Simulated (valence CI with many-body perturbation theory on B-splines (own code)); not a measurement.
Energy levels of Ir⁷¹⁺

Computed by configuration interaction combined with many-body perturbation theory (CI+MBPT): four valence electrons over a frozen Dirac-Fock core [He], a basis of 11 s, 11 p, 10 d, 8 f, 5 g, 2 h functions for each j, with the one-electron correlation potential Σ1 (screened to all orders), the two-electron term Σ2, the three-electron term Σ3, Breit, model QED; selected single and double excitations, second order for the rest, scaled by the run's own slope (own B-spline code, finite nucleus).

No measured spectrum was set against this ion. As an estimate, large intervals hold to a few tenths of a per cent, small ones and those within an open d or f shell to about a per cent. Among the levels kept, up to 1400 cm⁻¹ of a level comes from second order outside the variational space, and about a tenth of that is noise between levels of different J, which matters for small intervals.

Levels 46 to 90 of 218, with energies above the lowest level, (2s^2 2p1/2^2) J=0. "Leading %" is the weight of the configuration and term that name the level; weights of strongly mixed levels are sums over their largest components and can fall short. In the jj column 3d3/2^4 stands for four electrons in 3d with j = 3/2. Lifetimes count E1, E2, E3, M1 and M2 decay at the calculated energies, and are blank where another channel may lead or the interval is too uncertain; long ones can be off by a factor of two.

```
No.  Configuration  Term  J  E (eV)  Leading %                    Leading jj  Lifetime
 46        2s2p²3s    ³P  1   13428         65      2s 2p1/2 2p3/2 3s (98 %)   2.63 fs
 47        2s2p²3s    ³D  3   13438         64     2s 2p1/2 2p3/2 3s (100 %)   4.80 fs
 48        2s2p²3s    ³P  2   13466         38     2s 2p1/2 2p3/2 3s (100 %)   2.71 fs
 49        2s2p²3p   ⁵P°  1   13496         39  2s 2p1/2 2p3/2 3p1/2 (100 %)   4.59 fs
 50        2s2p²3p   ⁵D°  2   13507         46  2s 2p1/2 2p3/2 3p1/2 (100 %)   2.43 fs
 51        2s2p²3s    ³P  0   13524         99      2s 2p1/2 2p3/2 3s (99 %)   2.38 fs
 52        2s2p²3s    ³D  1   13526         46      2s 2p1/2 2p3/2 3s (99 %)   2.44 fs
 53        2s2p²3s    ³P  1   13532         73      2s 2p1/2 2p3/2 3s (99 %)   5.55 fs
 54        2s2p²3s    ¹D  2   13535         39      2s 2p1/2 2p3/2 3s (99 %)   4.76 fs
 55        2s2p²3p   ³D°  3   13539         32  2s 2p1/2 2p3/2 3p1/2 (100 %)   1.69 fs
 56        2s2p²3p   ³P°  2   13581         43  2s 2p1/2 2p3/2 3p1/2 (100 %)   2.61 fs
 57        2s2p²3p   ³P°  0   13615         50  2s 2p1/2 2p3/2 3p1/2 (100 %)   1.65 fs
 58        2s2p²3p   ³D°  1   13616         59  2s 2p1/2 2p3/2 3p1/2 (100 %)   1.80 fs
 59        2s2p²3p   ³F°  2   13618         44  2s 2p1/2 2p3/2 3p1/2 (100 %)   2.68 fs
 60        2s2p²3p   ¹P°  1   13671         29   2s 2p1/2 2p3/2 3p1/2 (99 %)   2.51 fs
 61        2s²2p3p    ³D  3   13791         98       2s^2 2p3/2 3p3/2 (98 %)   78.5 fs
 62        2s²2p3p    ¹P  1   13792         54       2s^2 2p3/2 3p3/2 (98 %)   63.7 fs
 63        2s²2p3p    ³P  2   13824         65       2s^2 2p3/2 3p3/2 (98 %)   69.8 fs
 64          2p³3s   ³P°  2   13837         48       2p1/2^2 2p3/2 3s (97 %)   6.06 fs
 65          2p³3s   ¹P°  1   13847         31       2p1/2^2 2p3/2 3s (97 %)   2.85 fs
 66        2s²2p3p    ¹S  0   13853         66       2s^2 2p3/2 3p3/2 (98 %)   57.4 fs
 67        2s²2p3d   ³D°  2   13886         50       2s^2 2p3/2 3d3/2 (98 %)    521 as
 68        2s²2p3d   ³F°  3   13895         53       2s^2 2p3/2 3d3/2 (98 %)    564 as
 69        2s²2p3d   ³P°  1   13899         55       2s^2 2p3/2 3d3/2 (98 %)    443 as
 70        2s²2p3d   ³P°  0   13904         98       2s^2 2p3/2 3d3/2 (98 %)    569 as
 71          2p³3p    ³P  1   13931         32    2p1/2^2 2p3/2 3p1/2 (98 %)    936 as
 72          2p³3p    ³D  2   13932         25    2p1/2^2 2p3/2 3p1/2 (98 %)    947 as
 73        2s²2p3d   ³F°  4   14003         92       2s^2 2p3/2 3d5/2 (92 %)   1.73 ps
 74        2s2p²3p   ⁵D°  3   14003         50   2s 2p1/2 2p3/2 3p3/2 (99 %)   14.0 fs
 75        2s2p²3p   ³P°  1   14015         27   2s 2p1/2 2p3/2 3p3/2 (99 %)   2.45 fs
 76        2s²2p3d   ³P°  2   14017         40       2s^2 2p3/2 3d5/2 (88 %)    819 as
 77        2s2p²3p   ³D°  2   14033         42   2s 2p1/2 2p3/2 3p3/2 (90 %)   2.01 fs
 78        2s²2p3d   ³D°  3   14035         63       2s^2 2p3/2 3d5/2 (94 %)    341 as
 79        2s2p²3p   ³F°  4   14047         59   2s 2p1/2 2p3/2 3p3/2 (93 %)    188 fs
 80        2s2p²3p   ³P°  0   14047         79  2s 2p1/2 2p3/2 3p3/2 (100 %)   1.60 fs
 81        2s²2p3d   ¹P°  1   14050         60       2s^2 2p3/2 3d5/2 (97 %)    501 as
 82        2s2p²3p   ³P°  2   14061         50   2s 2p1/2 2p3/2 3p3/2 (98 %)   2.76 fs
 83        2s2p²3p   ³D°  3   14074         52   2s 2p1/2 2p3/2 3p3/2 (97 %)   2.33 fs
 84        2s2p²3p   ¹P°  1   14077         41   2s 2p1/2 2p3/2 3p3/2 (98 %)   1.53 fs
 85        2s2p²3d    ⁵F  2   14091         44  2s 2p1/2 2p3/2 3d3/2 (100 %)   1.70 fs
 86        2s2p²3d    ⁵D  1   14094         48  2s 2p1/2 2p3/2 3d3/2 (100 %)   2.07 fs
 87        2s2p²3d    ⁵D  0   14097         82  2s 2p1/2 2p3/2 3d3/2 (100 %)   6.87 fs
 88        2s2p²3d    ⁵F  3   14101         48   2s 2p1/2 2p3/2 3d3/2 (99 %)   1.78 fs
 89        2s2p²3p   ³D°  2   14130         38   2s 2p1/2 2p3/2 3p3/2 (99 %)   2.71 fs
 90        2s2p²3p   ³D°  3   14133         47   2s 2p1/2 2p3/2 3p3/2 (99 %)   3.49 fs
```
